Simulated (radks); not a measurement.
Removal energies from the iodine ion I4+, [Kr] 4d10 5s2 5p(1/2: 1, 3/2: 0), by Delta-SCF beside the eigenvalue of the level emptied. Method: Dirac Kohn-Sham, relativistic LDA (MacDonald-Vosko exchange, VWN5 correlation), spin-unpolarised, spherical densities, finite nucleus; Fermi nuclear charge, rms radius of each element as measured or else 0.836 A^(1/3) + 0.57 fm; computed with a radial shooting solver on a logarithmic mesh with Libxc functionals. Sub-shells are occupied by j as written (lower j first in brackets).

| removed from | final configuration | Delta-SCF (eV) | -eigenvalue (eV) |
|---|---|---|---|
| 5p1/2 | [Kr] 4d10 5s2 | 51.620 | 46.080 |
| 5s1/2 | [Kr] 4d10 5s1 5p(1/2: 1, 3/2: 0) | 63.887 | 57.746 |
| 4d5/2 | [Kr] 4d(3/2: 4, 5/2: 5) 5s2 5p(1/2: 1, 3/2: 0) | 104.69 | 94.265 |
| 4d3/2 | [Kr] 4d(3/2: 3, 5/2: 6) 5s2 5p(1/2: 1, 3/2: 0) | 106.52 | 96.011 |
